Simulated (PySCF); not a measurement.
## Stationary points of AsH₃⁻

Level of theory: PBE0 in PySCF with As def2-TZVPD, H def2-TZVPD; no relativity; density-fitted integrals.

Relaxations began from a few typed shapes; open shells are unrestricted. The search is not exhaustive: other isomers or separated fragments can lie lower, and high-lying points may rest on an excited occupation.

**Question.** Which is the lowest minimum found?
A. doublet Cs: As–H 1.525 Å, As–H 1.693 Å (×2); H–As–H 87.1° (×2), H–As–H 129.8°
B. doublet C3v: As–H 1.551 Å (×3); H–As–H 94.0° (×3)
C. doublet C2v: As–H 1.519 Å, As–H 1.673 Å (×2); H–As–H 93.9° (×2), H–As–H 172.2°
D. doublet D3h: As–H 1.622 Å (×3); H–As–H 120.0° (×3)

**Answer.** B. The others lie at 8.3 (doublet Cs), 50.4 (doublet C2v, a saddle point), 86.7 (doublet D3h, a saddle point) kJ/mol above it.

For the lowest minimum: the highest occupied level lies above zero, a sign of self-interaction error or too small a basis; response properties are unreliable. The lowest empty level of this anion is unbound, so it and the gap depend on the basis.
